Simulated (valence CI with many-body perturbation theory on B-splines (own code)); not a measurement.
## Level structure of Cr³⁺

Computed by relativistic CI+MBPT: three valence electrons over a frozen Dirac-Fock core [Ar], radial functions for each j: 7 s, 7 p, 8 d, 6 f, 4 g, 1 h, with the one-electron correlation potential Σ1 (screened to all orders), the two-electron term Σ2, the three-electron term Σ3, Breit, model QED; selected single and double excitations, second order for the rest, scaled by the run's own slope (own B-spline code, finite nucleus).

Against 32 measured levels this calculation errs by 950 cm⁻¹ on average and by 1923 at most. These come from a selection out of Sugar and Corliss, J. Phys. Chem. Ref. Data 6, 317 (1977). Levels without a partner in it may be off by more, other configurations by 1,000 to 8,000 cm⁻¹. Only levels of the ground parity were solved; by the run's estimate the other parity begins above the list, which can be wrong where configurations are misplaced.

Levels 1 to 34 of 34, with energies above the lowest level, 3d3 4F_3/2. "Leading %" is the weight of the configuration and term that name the level; weights of strongly mixed levels are sums over their largest components and can fall short, so below about 35 % the name and the second component can differ from the true leading terms, or belong to a minority configuration. In the jj column 3d3/2^4 stands for four electrons in 3d with j = 3/2.

```
No.  Configuration  Term     J  E (cm⁻¹)  Leading %             Leading jj      g  Second component
  1            3d3    4F   3/2       0.0        100   3d3/2^2 3d5/2 (36 %)  0.399                  
  2            3d3    4F   5/2       234        100   3d3/2^2 3d5/2 (76 %)  1.028                  
  3            3d3    4F   7/2       549        100   3d3/2 3d5/2^2 (78 %)  1.238                  
  4            3d3    4F   9/2       935        100   3d3/2 3d5/2^2 (46 %)  1.334                  
  5            3d3    4P   1/2     14609         99   3d3/2^2 3d5/2 (59 %)  2.662                  
  6            3d3    4P   3/2     14725         99   3d3/2^2 3d5/2 (43 %)  1.730                  
  7            3d3    2G   7/2     14874        100   3d3/2^2 3d5/2 (50 %)  0.888                  
  8            3d3    4P   5/2     15016        100   3d3/2 3d5/2^2 (62 %)  1.601                  
  9            3d3    2G   9/2     15216         99   3d3/2^2 3d5/2 (46 %)  1.110                  
 10            3d3    2P   3/2     20040         68         3d3/2^3 (40 %)  1.170       31 % 3d3 2D
 11            3d3    2P   1/2     20105         99   3d3/2 3d5/2^2 (59 %)  0.674                  
 12            3d3    2H   9/2     20405         99   3d3/2^2 3d5/2 (44 %)  0.910                  
 13            3d3    2H  11/2     20657        100  3d3/2 3d5/2^2 (100 %)  1.091                  
 14            3d3    2D   3/2     21250         68         3d5/2^3 (67 %)  0.967       31 % 3d3 2P
 15            3d3    2D   5/2     21275         99   3d3/2 3d5/2^2 (51 %)  1.200                  
 16            3d3    2F   7/2     34649         99   3d3/2 3d5/2^2 (71 %)  1.143                  
 17            3d3    2F   5/2     34839         99   3d3/2 3d5/2^2 (55 %)  0.857                  
 18            3d3    2D   5/2     53926         99   3d3/2^2 3d5/2 (56 %)  1.200                  
 19            3d3    2D   3/2     54087         99   3d3/2 3d5/2^2 (87 %)  0.799                  
 20         3d2 4s    4F   3/2    102147         99      3d3/2^2 4s (69 %)  0.399                  
 21         3d2 4s    4F   5/2    102407         98  3d3/2 3d5/2 4s (62 %)  1.028                  
 22         3d2 4s    4F   7/2    102777         98  3d3/2 3d5/2 4s (82 %)  1.238                  
 23         3d2 4s    4F   9/2    103252         99      3d5/2^2 4s (78 %)  1.334                  
 24         3d2 4s    2F   5/2    108089         98  3d3/2 3d5/2 4s (59 %)  0.857                  
 25         3d2 4s    2F   7/2    108835         98      3d5/2^2 4s (61 %)  1.143                  
 26         3d2 4s    2D   5/2    117302         82  3d3/2 3d5/2 4s (57 %)  1.268    17 % 3d2 4s 4P
 27         3d2 4s    2D   3/2    117435         91  3d3/2 3d5/2 4s (41 %)  0.867     7 % 3d2 4s 4P
 28         3d2 4s    4P   1/2    117934         99      3d3/2^2 4s (42 %)  2.669                  
 29         3d2 4s    4P   3/2    118145         92  3d3/2 3d5/2 4s (80 %)  1.668     7 % 3d2 4s 2D
 30         3d2 4s    4P   5/2    118540         82      3d5/2^2 4s (80 %)  1.532    17 % 3d2 4s 2D
 31         3d2 4s    2P   1/2    123436         98  3d3/2 3d5/2 4s (67 %)  0.666                  
 32         3d2 4s    2P   3/2    123757         98  3d3/2 3d5/2 4s (52 %)  1.331                  
 33         3d2 4s    2G   9/2    125271         99  3d3/2 3d5/2 4s (78 %)  1.111                  
 34         3d2 4s    2G   7/2    125284         99  3d3/2 3d5/2 4s (77 %)  0.888
```

Names give the largest LS component (configuration and term), which can be under half, so a name can repeat, a term be missing and a line seem to break the LS rules; names also repeat where a configuration has a term twice.

The ionisation energy to 3d2 3F_2 of the next ion comes out as 48.687 eV (NIST: 49.16 ± 0.05 eV (semi-empirical), further off than twice its uncertainty). All 34 levels together are meant to be complete up to 128438 cm⁻¹.
